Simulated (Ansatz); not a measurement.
`CO[Si]O` + `CNC` → `CN(C)[Si]O` + CH₃OH  (ligand exchange at the Si–O bond)

Calculated with Ansatz (gas phase, PBE0-D4/def2-TZVP geometries, no zero-point term in ΔE). CBS: MP2 limit from def2 TZ/QZ plus the TZ coupled-cluster correction, frozen cores. This one scheme is used for every species. DFT in def2-TZVPP. Each species was taken in one conformer, which may not be the lowest.

```tsv
species	r2SCAN-D4 energy (Eh)
`CO[Si]O`	-480.47341
`CNC`	-135.12984
`CN(C)[Si]O`	-499.88136
CH₃OH	-115.70611
```

Problem. Work out ΔE.

Solution. ΔE = (-499.88136) + (-115.70611) − (-480.47341) − (-135.12984) = 0.01578 Eh = +41.4 kJ/mol. CCSD(T)/CBS gives +41.1 kJ/mol.

Largest T1 diagnostic among the species: 0.014.

Leaving LDA and LC-ωPBE aside and taking each functional with its dispersion term where it has one, the values, not all of them listed here, spread over 13.7 kJ/mol, from revPBE-D4 to B2PLYP. LDA lies −6.5 kJ/mol from PBE without D4. In def2-TZVPP, CCSD(T) changes the Hartree–Fock value by −17.8 kJ/mol (the triples alone add −3.1 kJ/mol) and MP2 by −19.9 kJ/mol.
